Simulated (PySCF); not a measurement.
**Assignment exercise: C7H13N**

Atom-mapped SMILES (the numbers label the heavy atoms): `[CH2:1]=[C:2]1[C@@H:3]([CH3:4])[C@H:5]([CH3:6])[C@@H:7]1[NH2:8]`. Hydrogens are named by the atom that carries them. Ha(C1) is cis to C3; Hb(C1) is trans to C3.

How the numbers were obtained: σ from GIAO-PBE0/pcSseg-1, GFN2-xTB geometry, in PySCF 2.14.0 with density-fitted response routines (rapidly exchanging positions averaged, gas phase, a single conformation, no relativistic terms).

References, each an isolated molecule treated in the same way: 13C and 1H against TMS.

(1) Assign these signals to the numbered atoms. 13C{1H} NMR (computed): δ 167.9, 116.8, 55.9, 44.5, 41.2, 23.1, 15.4.

(2) Assign these signals to the numbered atoms. 1H NMR (300 MHz, computed): δ 5.79 (br s, 1H), 5.44 (br s, 1H), 4.11 (m, 1H), 2.18 (m, 1H), 1.65 (m, 1H), 1.18 (d, 3H), 0.93 (d, 3H), 0.69 (br s, 2H).

Results:

(1) 
```tsv
δ (ppm)	atoms	environment	reason
167.9	C2	fully substituted alkene carbon	–
116.8	C1	terminal =CH2 carbon	an sp2 carbon of a C=C bond
55.9	C7	allylic sp3 CH bonded to N	the inductive effect lowers its shielding
44.5	C3	allylic sp3 CH	aliphatic region, no heteroatom directly attached
41.2	C5	sp3 CH in a ring	aliphatic region, no heteroatom directly attached
23.1	C4	methyl carbon	saturated and bonded to C and H only
15.4	C6	methyl carbon	–
```

(2) 
| δ (ppm) | atoms | environment | reason |
| --- | --- | --- | --- |
| 5.79 | Hb(C1) | hydrogen on a terminal =CH2 carbon | a vinylic proton, deshielded by the sp2 carbon and the C=C anisotropy |
| 5.44 | Ha(C1) | hydrogen on a terminal =CH2 carbon | – |
| 4.11 | H(C7) | hydrogen on an allylic sp3 CH bonded to N | its carbon carries N, an electronegative neighbour |
| 2.18 | H(C3) | hydrogen on an allylic sp3 CH | allylic position |
| 1.65 | H(C5) | hydrogen on an sp3 CH in a ring | – |
| 1.18 | H(C4) | hydrogen on a methyl carbon | – |
| 0.93 | H(C6) | hydrogen on a methyl carbon | far from electronegative atoms and π systems |
| 0.69 | H(N8) | hydrogen on an amine nitrogen | labile proton, position sensitive to the medium |

Exchangeable OH/NH protons stand at their gas-phase positions; hydrogen bonding in a real sample shifts them, mostly to higher δ. Shifts are as computed. Against solution values, carbons near 30 ppm lie about +3 ppm off and those near 130 ppm about +5 ppm. Of 1211 compounds with measured shifts, 218 miss one by over three times the rms of a fit or turn the order of signals round; such compounds aren't used in these exercises. No couplings were computed; multiplicities are counted from neighbouring protons, with m where these are inequivalent, close in shift, in a saturated or five-membered ring or joined by F or P, and br s for small geminal =CH2 splittings.
